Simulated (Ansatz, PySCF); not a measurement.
C3H10OSi2, SMILES C[Si](C)([SiH3])C=O.

Geometry optimised at B3LYP-D3(BJ)/def2-SVP. This is a generated structure with no PubChem entry under its InChIKey; it may be hypothetical. One conformer was computed; it need not be the lowest.

Vertical ionisation energy (IE) and electron affinity (EA) in eV. Rows of orbital energies are one-electron estimates. Where ΔSCF, EOM or ADC give a negative EA the extra electron is unbound and the value depends on the basis.

```json
[
 {"level": "−ε(HOMO), −ε(LUMO), ωB97X/def2-TZVP (PySCF)", "IE": "9.11", "EA": "-0.67"},
 {"level": "−ε(HOMO), −ε(LUMO), PBE/def2-TZVP (PySCF)", "IE": "5.32", "EA": "2.64"},
 {"level": "ΔSCF, CAM-B3LYP/def2-SVPD (Ansatz), final states of multiplicity 2 and 2", "IE": "___", "EA": "___"},
 {"level": "ΔSCF, PBE/def2-SVPD (Ansatz), final states of multiplicity 2 and 2", "IE": "8.48", "EA": "-0.03"}
]
```

Q: Some entries are withheld; supply them. (The exact figures need the calculation; the answer reports its results.)

A: 
- ΔSCF, CAM-B3LYP/def2-SVPD (Ansatz, a quantum-chemistry and plane-wave program), final states of multiplicity 2 and 2, IE: 8.98
- ΔSCF, CAM-B3LYP/def2-SVPD (Ansatz), final states of multiplicity 2 and 2, EA: -0.20

Q: What vertical singlet–triplet gap does ΔSCF give with CAM-B3LYP/def2-SVPD (Ansatz) and with PBE/def2-SVPD (Ansatz)? (The exact figures need the calculation; the answer reports its results.)

A: 2.49 and 2.37 eV (triplet above singlet where positive).
